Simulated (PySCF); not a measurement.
Molecule: SMILES O(C)[SiH2]C#C[SiH3], C₃H₈OSi₂.

Atom-mapped SMILES (the numbers label the heavy atoms): `[CH3:1][O:2][SiH2:3][C:4]#[C:5][SiH3:6]` (H(Xn): hydrogen on atom n).

Geometry PBE0-D3(BJ)/def2-SVP throughout; GIAO in PySCF, gas phase, one conformer, non-relativistic; equivalent atoms averaged; functional PBE0.

For orientation, pcSseg-1 gives these shifts δ (against TMS, H2O at the same level): C4 119.2, C5 112.8, C1 53.0, O2 2.8, Si3 -46.5, Si6 -96.3, H(Si3) 4.79, H(Si6) 4.19, H(C1) 3.65 ppm.

A run gave: C4 88.0, C5 86.8, C1 48.0, O2 -89.9, Si3 -47.1, Si6 -85.2, H(Si3) 2.59, H(Si6) 1.99, H(C1) 1.66 ppm (shifts δ (against TMS, H2O at the same level)).

Q: Which basis set was used in that run?
A. 6-31G*
B. 6-31G
C. 6-311+G(2d,p)
D. STO-3G
E. def2-SVP

A: D. H(Si3) tells them apart best: STO-3G gives 2.59, 6-311+G(2d,p) gives 5.12, 6-31G gives 5.15, def2-SVP gives 4.78, 6-31G* gives 5.06 ppm.
